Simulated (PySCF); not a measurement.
Bond curve of GeC

Set-up: PySCF, scalar-relativistic core potentials, basis sets Ge cc-pVTZ-PP with ECP10, C cc-pVTZ. Energies in eV from Ge + C in their ground configurations at the same level. State: ³Π (triplet), unpaired electrons σ ↑, π ↑.

All columns are PBE0. A positive dipole means Ge(−)C(+).

```
R (Å)  E (eV)  μ (D)  Mulliken charge on Ge (basis-dependent)  HOMO (eV)  LUMO (eV)  Mayer bond order  ⟨S²⟩
1.545  -2.578  -1.39                                     0.24      -7.02      -4.41              2.45  2.02
1.616  -3.276  -1.55                                     0.24      -6.78      -4.24              2.40  2.02
1.688  -3.661  -1.72                                     0.25      -6.55      -4.10              2.35  2.03
1.742  -3.797  -1.84                                     0.26      -6.39      -4.00              2.31  2.04
1.796  -3.835  -1.94                                     0.27      -6.24      -3.92              2.25  2.06
1.850  -3.798  -2.03                                     0.28      -6.10      -3.84              2.19  2.09
1.922  -3.670  -2.11                                     0.28      -5.94      -3.76              2.06  2.17
2.011  -3.433  -2.19                                     0.28      -5.80      -3.69              1.87  2.30
2.119  -3.099  -2.30                                     0.29      -5.72      -3.62              1.64  2.46
2.263  -2.636  -2.55                                     0.29      -5.71      -3.57              1.41  2.63
```

A fit through these points gives, at Re = 1.794 Å, μ = -1.94 D and dμ/dR = -1.80 D/Å; the reduced mass is 10.32 u.

**Question.** How strong is the fundamental in the double-harmonic approximation, I = 42.26·(dμ/dR)²/μred km/mol?

**Answer.** I = 42.26·(-1.80)²/10.32 = 13.3 km/mol at PBE0.

⟨S²⟩ of the unrestricted solution departs from its pure value on part of the curve, where spin states mix. Spin–orbit coupling is left out. The state is the lowest determinant that a PBE0 search found; another state may lie lower at other levels.
